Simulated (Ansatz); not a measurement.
`CC(F)[SiH2]N` + `C[AsH][SiH3]` → `CC[AsH][SiH3]` + `N[SiH2]CF`  (formal exchange of groups at a C–C bond)

Program: Ansatz. Geometries: PBE0-D4/def2-TZVP. ΔE: electronic, gas phase. CBS: MP2 limit from def2 TZ/QZ plus the TZ coupled-cluster correction, frozen cores. Functionals use def2-TZVPP. For As outer-core shells are correlated without core-valence functions, which leaves a few kJ/mol of doubt a bond. Scalar relativity is left out up to krypton. One conformer a species, not always the lowest.

```
             level  ΔE (kJ/mol)
         r2SCAN-D4         18.0
SCS-MP2/def2-QZVPP         13.2
```

Question: What does CCSD(T)/CBS give? (An estimate is asked.)

Answer: The calculation gave: +14.8 kJ/mol. The listed levels differ from it by 3.2, -1.6 kJ/mol.

Largest T1 diagnostic among the species: 0.011.
